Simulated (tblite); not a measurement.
Compound: C₄H₉OPS.
Bonds: S1–P2 (double), P2–C3, C3–C4, C4–O5, O5–C6, C6–C7, P2–C7. Hydrogens: H8 on P2; H9, H10 on C3; H11, H12 on C4; H13, H14 on C6; H15, H16 on C7.

Computed with GFN2-xTB (tblite), gas phase: L-BFGS steps from a force-field or distance-geometry start until the largest atomic force falls under 0.01 eV/Å.

Geometry at step 6:
```
atom  x, y, z in Å
S1      0.6996   -3.1927    0.6086
P2      0.2167   -1.3217    0.6541
C3      1.4662   -0.1127    0.0536
C4      0.8971    1.3112    0.0116
O5     -0.2149    1.4398   -0.8408
C6     -1.3513    0.7461   -0.3822
C7     -1.1815   -0.7776   -0.4116
H8     -0.1308   -0.8142    1.9207
H9      2.3797   -0.1714    0.6505
H10     1.7083   -0.4405   -0.9614
H11     1.6485    2.0011   -0.3807
H12     0.6272    1.6242    1.0321
H13    -2.1647    1.0436   -1.0500
H14    -1.5987    1.0653    0.6421
H15    -2.1048   -1.2956   -0.1377
H16    -0.9043   -1.0960   -1.4204
```

**Question.** What forces act on the atoms?

**Answer.** 
```csv
atom,Fx (eV/Å),Fy (eV/Å),Fz (eV/Å)
S1,-0.042,0.157,-0.024
P2,0.015,-0.049,0.002
C3,0.001,0.018,-0.019
C4,-0.017,-0.066,0.052
O5,-0.004,-0.146,0.099
C6,0.046,-0.024,0.033
C7,-0.028,0.000,0.005
H8,0.000,0.051,-0.112
H9,-0.055,0.054,0.047
H10,0.070,-0.037,-0.077
H11,-0.004,-0.010,-0.007
H12,-0.007,0.031,0.019
H13,0.024,-0.013,0.010
H14,-0.013,0.025,0.014
H15,0.034,0.070,0.050
H16,-0.019,-0.061,-0.094
```

The largest, 0.18 eV/Å, acts on O5; the rms over all components is 0.053 eV/Å. The forces sum to zero within rounding, as they must for an isolated molecule in no field.

**Question.** Give the force on O5 in Eh/bohr and in nN.

**Answer.** 0.176 eV/Å ÷ 51.422 = 0.00343 Eh/bohr, and 0.176 eV/Å × 1.602 = 0.28 nN.

**Question.** How far is this geometry from the end of the optimisation?

**Answer.** 0.018 eV above it, and 0.060 Å rms away after alignment. The bonds farthest from their final lengths, with half the difference of the two atoms' forces along the bond (positive lengthens):

```csv
bond,now (Å),final (Å),force along bond (eV/Å)
S1=P2,1.933,1.928,-0.11
O5–C6,1.408,1.405,-0.06
C3–C4,1.534,1.531,-0.04
P2–C7,1.840,1.838,+0.02
C6–C7,1.533,1.531,-0.02
P2–H8,1.408,1.406,-0.03
```

The angle farthest from its final value is C3–P2–C7, 97.6° against 100.3°.
